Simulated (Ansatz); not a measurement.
`OB[SiH2][SiH2]F` + `[SiH3]S` → `OBS[SiH3]` + `F[SiH2][SiH3]`  (cleavage of the B–Si bond)

Isolated molecules relaxed with PBE0-D4/def2-TZVP in Ansatz; ΔE leaves out vibrations. CBS: MP2 limit from def2 TZ/QZ plus the TZ coupled-cluster correction, frozen cores. DFT in def2-TZVPP. Each species was taken in one conformer, which may not be the lowest.

`OB[SiH2][SiH2]F`:

Cartesian coordinates in Å:
```
O 1.570 -0.587 -1.516
B 1.763 0.236 -0.471
Si 0.238 0.834 0.755
Si -1.615 -0.524 0.286
F -1.273 -1.179 -1.169
H 0.660 -0.890 -1.632
H 2.888 0.619 -0.298
H 0.585 0.728 2.200
H -0.118 2.257 0.480
H -1.779 -1.663 1.226
H -2.920 0.170 0.137
```

`[SiH3]S`:

Z-matrix (Å, degrees):
```
Si
S 1 2.137
H 1 1.485 2 111.6
H 1 1.485 2 111.6 3 -122.0
H 1 1.482 2 104.8 3 119.0
H 2 1.344 1 94.7 3 60.9
```

`OBS[SiH3]`:

Z-matrix (Å, degrees):
```
Si
S 1 2.136
H 1 1.493 2 110.4
H 1 1.481 2 108.8 3 -119.0
H 1 1.483 2 111.1 3 119.9
B 2 1.826 1 104.8 3 -18.1
O 6 1.345 2 127.3 1 3.2
H 6 1.193 2 114.5 1 -177.3
H 7 0.964 6 114.8 2 1.8
```

`F[SiH2][SiH3]`:

Cartesian coordinates in Å:
```
F 0.918 -1.717 1.163
Si -0.357 -0.864 0.684
Si 0.338 0.892 -0.702
H -1.274 -1.787 -0.035
H -1.043 -0.353 1.899
H 1.254 1.808 0.028
H -0.868 1.654 -1.128
H 1.030 0.368 -1.909
```

```csv
level,ΔE (eV)
B2PLYP,-0.87
HF/def2-QZVPP,-0.91
```

Q: What does CCSD(T)/CBS give? (Best estimate.)

A: Ansatz gave: -0.85 eV. The listed levels differ from it by -0.02, -0.06 eV.

Largest T1 diagnostic among the species: 0.014.
